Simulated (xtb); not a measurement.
C$_{4}$H$_{9}$KO (SMILES CC(C)(C)[O][K]), singlet, geometry from GFN2-xTB (such geometries of metal compounds can be far from the true shape); GFN1-xTB (xtb).

Here is a job for xtb.
```
$ xtb mol.xyz --gfn 1 --etemp 5000 --json

# file mol.xyz
15

K      1.42150951     1.48499079     0.73572327
O     -0.31261562     0.24102951     0.76644815
C     -0.61612927    -0.60075879    -0.24875327
C      0.48404431    -1.66485134    -0.47729857
C     -1.93081770    -1.35373098     0.08543984
C     -0.83564189     0.14746532    -1.58549659
H      0.19566226    -2.36992852    -1.25270589
H      0.65150206    -2.20641898     0.45048608
H      1.41971964    -1.17615587    -0.77285994
H     -1.79500257    -1.90315599     1.01177710
H     -2.20560725    -2.04063305    -0.71067068
H     -2.72408869    -0.62724793     0.23158299
H      0.09092361     0.64867127    -1.88870787
H     -1.60956039     0.89868371    -1.44822660
H     -1.14003719    -0.53562096    -2.37435093
```

Problem. Predict the main parts of the log of this xtb run.

Solution. 
```
   ID    Z sym.   atoms
    1   19 K      1
    2    8 O      2
    3    6 C      3-6
    4    1 H      7-15

           -------------------------------------------------
          |                Calculation Setup                |
           -------------------------------------------------

molecular fragmentation (1/2 indicates fragments):
111111112111112
# atoms in fragment 1/2:    13     2
 fragment masses (1/2) :      110.20        2.02
CMA distance (Bohr)    :   3.652
constraining FC (au)   :  0.0500

           -------------------------------------------------
          |                 G F N 1 - x T B                 |
           -------------------------------------------------

          ...................................................
          :                      SETUP                      :
          :.................................................:
          :  # basis functions                  42          :
          :  # atomic orbitals                  42          :
          :  # shells                           30          :
          :  # electrons                        32          :
          :  # halogen bonds                     0          :
          :  max. iterations                   250          :
          :  Hamiltonian                  GFN1-xTB          :
          :  restarted?                      false          :
          :  GBSA solvation                  false          :
          :  PC potential                    false          :
          :  electronic temp.         5000.0000000     K    :
          :  accuracy                    1.0000000          :
          :  -> integral cutoff          0.2500000E+02      :
          :  -> integral neglect         0.1000000E-07      :
          :  -> SCF convergence          0.1000000E-05 Eh   :
          :  -> wf. convergence          0.2000000E-04 e    :
          :  Broyden damping             0.4000000          :
          :  net charge                          0          :
          :  unpaired electrons                  0          :
          ...................................................

 iter      E             dE          RMSdq      gap      omega  full diag
   1    -18.4564004 -0.184564E+02  0.765E+00    2.30       0.0  T
   2    -18.5665093 -0.110109E+00  0.467E+00    4.04       1.0  T
   3    -18.5652568  0.125248E-02  0.118E+00    3.53       1.0  T
   4    -18.5704101 -0.515329E-02  0.123E-01    3.93       1.0  T
   5    -18.5705016 -0.914667E-04  0.164E-02    3.87       1.6  T
   6    -18.5705034 -0.175908E-05  0.372E-03    3.86       6.9  T
   7    -18.5705034 -0.400233E-07  0.553E-04    3.86      46.7  T
   8    -18.5705034 -0.106359E-08  0.150E-04    3.85     172.4  T
   9    -18.5705034 -0.297067E-09  0.487E-05    3.85     530.3  T

   *** convergence criteria satisfied after 9 iterations ***

         :::::::::::::::::::::::::::::::::::::::::::::::::::::
         ::                     SUMMARY                     ::
         :::::::::::::::::::::::::::::::::::::::::::::::::::::
         :: total energy             -18.375631557209 Eh    ::
         :: gradient norm              0.019653178628 Eh/a0 ::
         :: HOMO-LUMO gap              3.854929213593 eV    ::
         ::.................................................::
         :: SCC energy               -18.570503402587 Eh    ::
         :: -> electrostatic           0.098153612700 Eh    ::
         :: repulsion energy           0.200563533673 Eh    ::
         :: dispersion energy         -0.005691688295 Eh    ::
         :: halogen bond corr.         0.000000000000 Eh    ::
         :: add. restraining           0.000000000000 Eh    ::
         :: total charge              -0.000000000000 e     ::
         :::::::::::::::::::::::::::::::::::::::::::::::::::::

           -------------------------------------------------
          |                Property Printout                |
           -------------------------------------------------

    * Orbital Energies and Occupations

         #    Occupation            Energy/Eh            Energy/eV
      -------------------------------------------------------------
         1        2.0000           -0.6801050             -18.5066
       ...           ...                  ...                  ...
         4        2.0000           -0.6028923             -16.4055
         5        2.0000           -0.5548431             -15.0980
         6        2.0000           -0.5236694             -14.2498
         7        2.0000           -0.5205587             -14.1651
         8        2.0000           -0.5188362             -14.1183
         9        2.0000           -0.4989561             -13.5773
        10        2.0000           -0.4902279             -13.3398
        11        2.0000           -0.4747034             -12.9173
        12        2.0000           -0.4575368             -12.4502
        13        2.0000           -0.4560549             -12.4099
        14        2.0000           -0.4557436             -12.4014
        15        1.9887           -0.3651194              -9.9354
        16        1.9821           -0.3578020              -9.7363 (HOMO)
        17        0.0285           -0.2161360              -5.8814 (LUMO)
        18        0.0004           -0.1501077              -4.0846
        19        0.0004           -0.1470412              -4.0012
        20        0.0000           -0.0977873              -2.6609
        21        0.0000           -0.0777164              -2.1148
        22        0.0000           -0.0699145              -1.9025
        23        0.0000           -0.0660075              -1.7962
        24        0.0000           -0.0422278              -1.1491
        25        0.0000           -0.0250194              -0.6808
        26                         -0.0111674              -0.3039
        27                         -0.0088389              -0.2405
       ...                                ...                  ...
        42                          0.6790711              18.4785
      -------------------------------------------------------------
                  HL-Gap            0.1416660 Eh            3.8549 eV
             Fermi-level           -0.2832448 Eh           -7.7075 eV

  Mulliken/CM5 charges         n(s)   n(p)   n(d)
     1K     0.52530  0.89815   0.091  0.384  0.000
     2O    -0.72976 -1.10318   1.673  5.057  0.000
     3C     0.29100  0.26169   1.015  2.694  0.000
     4C    -0.10461 -0.25852   1.018  3.087  0.000
     5C    -0.11395 -0.26113   1.015  3.099  0.000
     6C    -0.10461 -0.25852   1.018  3.087  0.000
     7H     0.02010  0.07348   0.980  0.000  0.000
     8H     0.03982  0.09459   0.960  0.000  0.000
     9H     0.02223  0.07443   0.978  0.000  0.000
    10H     0.03255  0.08792   0.967  0.000  0.000
    11H     0.00724  0.06067   0.993  0.000  0.000
    12H     0.03255  0.08792   0.967  0.000  0.000
    13H     0.02223  0.07443   0.978  0.000  0.000
    14H     0.03982  0.09459   0.960  0.000  0.000
    15H     0.02010  0.07348   0.980  0.000  0.000

Wiberg/Mayer (AO) data.
largest (>0.10) Wiberg bond orders for each atom

 ---------------------------------------------------------------------------
     #   Z sym  total        # sym  WBO       # sym  WBO       # sym  WBO
 ---------------------------------------------------------------------------
     1  19 K    0.820 --     2 O    0.418
     2   8 O    1.712 --     3 C    1.086     1 K    0.418
     3   6 C    3.957 --     2 O    1.086     5 C    0.956     6 C    0.952
                             4 C    0.952
     4   6 C    3.983 --     7 H    0.985     8 H    0.964     3 C    0.952
                             9 H    0.932
     5   6 C    3.989 --    11 H    0.988    12 H    0.978    10 H    0.978
                             3 C    0.956
     6   6 C    3.983 --    15 H    0.985    14 H    0.964     3 C    0.952
                            13 H    0.932
     7   1 H    1.001 --     4 C    0.985
     8   1 H    1.009 --     4 C    0.964
     9   1 H    1.012 --     4 C    0.932
    10   1 H    1.010 --     5 C    0.978
    11   1 H    1.003 --     5 C    0.988
    12   1 H    1.010 --     5 C    0.978
    13   1 H    1.012 --     6 C    0.932
    14   1 H    1.009 --     6 C    0.964
    15   1 H    1.001 --     6 C    0.985
 ---------------------------------------------------------------------------

Topologies differ in total number of bonds
Writing topology from bond orders to xtbtopo.mol

 dipole moment from electron density (au)
     X       Y       Z
   2.4523   1.6158  -0.2779  total (Debye):    7.498

           -------------------------------------------------
          | TOTAL ENERGY              -18.375631557209 Eh   |
          | GRADIENT NORM               0.019653178628 Eh/α |
          | HOMO-LUMO GAP               3.854929213593 eV   |
           -------------------------------------------------

normal termination of xtb
```
